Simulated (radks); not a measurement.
Task: The table gives one normalised radial function P(r) = r R(r) of S in [Ne] 3s2 3p4 (r in bohr). Method: scalar-relativistic Kohn-Sham, BLYP, spin-polarised, spherical densities, point nucleus; open shells are filled with parallel spins first; computed with a radial shooting solver on a logarithmic mesh with Libxc functionals.

| r | P |
|---|---|
| 0.01087 | 0.0145 |
| 0.01225 | 0.0182 |
| 0.01393 | 0.0232 |
| 0.0157 | 0.0290 |
| 0.0177 | 0.0362 |
| 0.02012 | 0.0458 |
| 0.02269 | 0.0569 |
| 0.02578 | 0.0717 |
| 0.02907 | 0.0887 |
| 0.03304 | 0.1109 |
| 0.03725 | 0.1363 |
| 0.04234 | 0.1691 |
| 0.04774 | 0.2061 |
| 0.05426 | 0.2531 |
| 0.06117 | 0.3052 |
| 0.06953 | 0.3700 |
| 0.07839 | 0.4402 |
| 0.08839 | 0.5196 |
| 0.1005 | 0.6145 |
| 0.1133 | 0.7121 |
| 0.1287 | 0.8239 |
| 0.1451 | 0.9334 |
| 0.165 | 1.0514 |
| 0.186 | 1.1587 |
| 0.2114 | 1.2635 |
| 0.2383 | 1.3466 |
| 0.2709 | 1.4118 |
| 0.3054 | 1.4446 |
| 0.3444 | 1.4453 |
| 0.3914 | 1.4074 |
| 0.4413 | 1.3353 |
| 0.5016 | 1.2224 |
| 0.5655 | 1.0886 |
| 0.6427 | 0.9253 |
| 0.7247 | 0.7633 |
| 0.8236 | 0.5929 |
| 0.9286 | 0.4456 |
| 1.055 | 0.3105 |
| 1.19 | 0.2087 |
| 1.353 | 0.1273 |
| 1.525 | 0.0743 |
| 1.719 | 0.0400 |
| 1.954 | 0.0187 |
| 2.203 | 0.0083 |
| 2.504 | 0.0030 |
| 2.823 | 0.0011 |
| 3.209 | 0.0003 |
| 3.618 | 0.0001 |
| 4.112 | 0.0000 |
| 4.636 | 0.0000 |
| 5.27 | 0.0000 |
| 5.941 | 0.0000 |
| 6.753 | 0.0000 |
| 7.614 | 0.0000 |

Which n and l does it have? It may be an empty orbital.

Result: n = 2, l = 1: the number of nodes gives n - l - 1 = 0, the rise at small r (about r^(l+1)) gives l, and the extent must fit the shell. The curve is that of 2p up; the table hardly tells the two spins apart. 2p up: eigenvalue -156.54 eV, 0 radial nodes, <r> = 0.443 bohr, 90 % of the charge inside 0.738 bohr.
